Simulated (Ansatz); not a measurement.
A nudged elastic band was laid between two geometries of C$_{2}$H$_{6}$ClFOSi (12 atoms, charge 0, multiplicity 1).

All numbers below come from RKS PBE-D4/def2-SVP (Ansatz 0.2.0).

```yaml
movable_images: 5
climbing_image: yes
spring: 5.0 eV/Å²
optimiser: quadratic models (default)
start_path: through a guess of the saddle point
force_threshold: 0.05 eV/Å
iteration_limit: 60
end_points: relaxed
```

First end point:

```xyz
12
Properties=species:S:1:pos:R:3
C 0.887 0.274 -1.475
Si 0.490 0.472 0.333
F -0.334 1.887 0.528
Cl 2.220 0.593 1.483
C -0.702 -0.834 1.001
O -1.937 -0.699 0.291
H 1.364 1.186 -1.885
H 1.569 -0.584 -1.637
H -0.058 0.082 -2.024
H -0.819 -0.760 2.110
H -0.314 -1.856 0.800
H -2.290 0.185 0.508
```

Last end point:

```xyz
12
Properties=species:S:1:pos:R:3
C 1.186 0.283 -1.565
Si 0.429 0.334 0.138
F -0.893 1.417 0.164
Cl 1.828 1.349 1.363
C -0.486 -1.153 0.655
O -1.742 -0.558 1.485
H 1.651 1.252 -1.832
H 1.980 -0.492 -1.586
H 0.420 0.009 -2.316
H -0.049 -1.884 1.359
H -2.494 -1.001 1.044
H -1.753 0.389 1.127
```

(1) Which bonds break or form, and what moves?

(2) Give the energies along the band, and the barrier.

(3) What is the geometry of the highest image?

Results:

(1) Bonds broken: C5–H11. Bonds formed: O6–H11.

(2) The run converged. The highest image is number 5 of 0 to 6, 3.23 eV above the first end and 0.17 eV above the last; the last end lies 3.06 eV above the first. The profile has 2 maxima (images 2, 5) with wells between them (image 3): this band takes more than one step, which may be the mechanism or a detour left from its start path. Neighbouring images differ by up to 2.9 eV, so the band resolves the path poorly. A vibrational analysis at the climbing image gives one clearly imaginary mode, 848i cm⁻¹: a first-order saddle point. The orbitals stay closed-shell, which can raise the energy where a bond breaks towards radicals; this wasn't checked here.

```tsv
image	path coordinate (Å)	energy (eV)	C5–H11 (Å)	O6–H11 (Å)
0	0.00	0.00	1.11	2.06
1	1.02	0.04	1.11	2.05
2	2.03	0.13	1.11	2.05
3	3.05	0.08	1.12	2.13
4	4.06	0.28	1.11	1.97
5	5.08	3.23	1.56	1.04
6	5.68	3.06	2.05	0.98
```

(3) 
```xyz
12
Properties=species:S:1:pos:R:3
C 1.144 0.270 -1.564
Si 0.399 0.379 0.138
F -0.874 1.482 0.142
Cl 1.812 1.279 1.406
C -0.502 -1.127 0.680
O -1.833 -0.524 1.589
H 1.634 1.222 -1.851
H 1.912 -0.530 -1.585
H 0.361 0.015 -2.305
H -0.049 -1.837 1.396
H -2.058 -1.094 0.749
H -1.870 0.410 1.240
```

Time of the run: 8.8 min on 2 threads of Intel(R) Xeon(R) Platinum 8259CL CPU @ 2.50GHz (Skylake/Cascade Lake) (shared host), peak memory 0.2 GiB.
